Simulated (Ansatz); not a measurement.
**Strength of the Si–H bond: CH8O2Si2 → CH7O2Si2 + H**

Species: CH8O2Si2 `O[SiH2]C[SiH2]O`, singlet; CH7O2Si2 `O[SiH]C[SiH2]O`, doublet; H atom, doublet. 

Shapes, held fixed at every level: PBE0-D4/def2-TZVP. Flexible molecules stand in one conformer, not always the lowest. Programs: Ansatz 0.2.0. Electronic energies: no zero-point or thermal term.

```csv
level,kind,ΔE (kJ/mol),less CCSD(T)/CBS estimate
HF/def2-TZVPP,Hartree–Fock,+339.7,-87.5
PBE-D4/def2-TZVPP,GGA,+394.1,-33.1
r2SCAN-D4/def2-TZVPP,meta-GGA,+403.3,-23.9
B3LYP-D4/def2-TZVPP,global hybrid,+415.4,-11.8
wB97M-V/def2-TZVPP,range-separated hybrid,+427.2,0.0
wB97X-V/def2-TZVPP,range-separated hybrid,+423.8,-3.4
CCSD(T)/def2-TZVPP,coupled cluster or CI,+420.7,-6.5
CCSD(T)/CBS estimate,coupled cluster or CI,+427.2,0.0
```

The highest level, CCSD(T)/CBS estimate, gives ΔE = +427.2 kJ/mol; the levels span +339.7 to +427.2. The column of differences is taken from that level and isn't an error. Hartree–Fock misses the correlation of the pair that is broken and comes out low. No measured value is set beside it here. Open shells run unrestricted unless RO is named. The CBS estimate extrapolates MP2 from def2-TZVPP and def2-QZVPP and adds CCSD(T) − MP2 in the triple-zeta set, cores frozen.
